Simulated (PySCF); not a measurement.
# C₄H₁₄O₂Si₃: full NMR table

- Formula: C4H14O2Si3
- SMILES: COC[Si]([SiH3])([SiH3])C(C)=O
- InChI: InChI=1S/C4H14O2Si3/c1-4(5)9(7,8)3-6-2/h3H2,1-2,7-8H3
- Point group of the computed structure: C1
- Degrees of unsaturation: 1
- Carbon signals: 4
- Proton signals: 4

Mapped SMILES: `[CH3:1][O:2][CH2:3][Si:4]([SiH3:5])([SiH3:6])[C:7]([CH3:8])=[O:9]`. Hydrogens are named by the atom that carries them.

Fast rotation and ring inversion assumed for equivalent nuclei, no relativistic terms, one computed conformer, in vacuum. GFN2-xTB geometry; NMR shieldings at PBE0/pcSseg-1/GIAO; PySCF.

Referencing at the same level of theory: TMS for ¹H (σref 31.72), ¹³C (σref 186.93), ²⁹Si (σref 349.16); H2O for ¹⁷O (σref 336.08).

```tsv
carbon	δC, type	δH (multiplicity)	HMBC from (2–3 bonds)	span of the C tensor (ppm)
C1	65.1, CH3	3.63 (s)	H(C3)	95
C3	67.4, CH2	3.45 (s)	H(C1), H(Si5)/H(Si6)	90
C7	250.6, C	–	H(Si5)/H(Si6), H(C3), H(C8)	267
C8	40.4, CH3	2.67 (s)	–	77
```

Other nuclei:
| atoms | nucleus | environment | δ (ppm) | σ (ppm) |
| --- | --- | --- | --- | --- |
| H(Si5)/H(Si6) | ¹H | hydrogen on a silicon bonded to Si | 3.47 | 28.25 |
| Si4 | ²⁹Si | silicon bonded to 2 C, 2 Si | -60.8 | 410.0 |
| Si5/Si6 | ²⁹Si | silicon bonded to Si, 3 H | -112.0 | 461.1 |
| O9 | ¹⁷O | carbonyl oxygen | 862.3 | -526.2 |
| O2 | ¹⁷O | ether oxygen | 20.4 | 315.7 |

Carbon types of the structure: 1 × C, 1 × CH2, 2 × CH3, leaving 6 H on heteroatoms. δC 250.6: carbonyl carbon. δC 67.4: sp3 CH2 bonded to O and Si; the inductive effect lowers its shielding. δC 65.1: methyl carbon bonded to O; deshielded by the electronegative neighbour. δC 40.4: methyl carbon α to a carbonyl; the adjacent C=O deshields it moderately. δH 3.63: hydrogen on a methyl carbon bonded to O; its carbon carries O, hence the downfield position.

Shifts are as computed. Against solution values, carbons near 30 ppm lie about +3 ppm off and those near 130 ppm about +5 ppm. Of 1309 compounds with measured shifts, 239 miss one by over three times the rms of a fit or turn the order of signals round; such compounds aren't used in these exercises. Unscaled 17O shifts of doubly bonded oxygen tend to come out too high, by tens of ppm or more. Experimental scales use liquid or dissolved standards, which lie at an offset from isolated H2O (liquid H2O: subtract about 36 ppm). No couplings were computed; multiplicities are counted from neighbouring protons, with m where these are inequivalent, close in shift, in a saturated or five-membered ring or joined by F or P, and br s for small geminal =CH2 splittings.
